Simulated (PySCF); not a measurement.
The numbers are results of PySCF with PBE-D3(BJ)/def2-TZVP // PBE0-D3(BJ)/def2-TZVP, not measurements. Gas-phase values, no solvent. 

Reference species (SMILES): `[C-]#[N+][C]N` (lower singlet) (neutral, multiplicity 1).

```json
{
  "dipole_moment": "4.98 D"
}
```

Changed species: `B[C]N` (lower singlet) (X = boryl, multiplicity 1; the reference has X = isocyano, multiplicity 1).

Task: What does the change do to the dipole moment?

Result: the dipole moment decreases by 0.62 D, to 4.36 D.
